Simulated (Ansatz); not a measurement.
Basis-set extrapolation for `[F][Al-]([F])([F])[OH+][SiH3]` (PBE0-D4/def2-TZVP geometry, frozen core, the Gaussian-basis code of Ansatz). Multiplicity 1, RHF reference.

```csv
,def2-TZVPP,def2-QZVPP
HF,-906.876304,-906.912877
MP2 correlation,-1.202170,-1.312767
CCSD(T) correlation,-1.260482,not run
```

Energies in hartree. Use E(X) = E(∞) + A·exp(−7.88·√X) for Hartree–Fock and E(X) = E(∞) + B·X^(−2.97) for correlation, with X = 3 and 4, and add CCSD(T) minus MP2 of the smaller set to the MP2 limit.

Q: What is the CCSD(T) energy at the basis-set limit?

A: HF limit: -906.912877 + (-0.036573) × 0.13774 = -906.91791. MP2 limit: -1.312767 + (-0.110597) × 0.74074 = -1.39469. Higher-order term: -1.260482 − (-1.202170) = -0.05831. Total: -908.37091 hartree, 614.7 kJ/mol below CCSD(T)/def2-TZVPP.
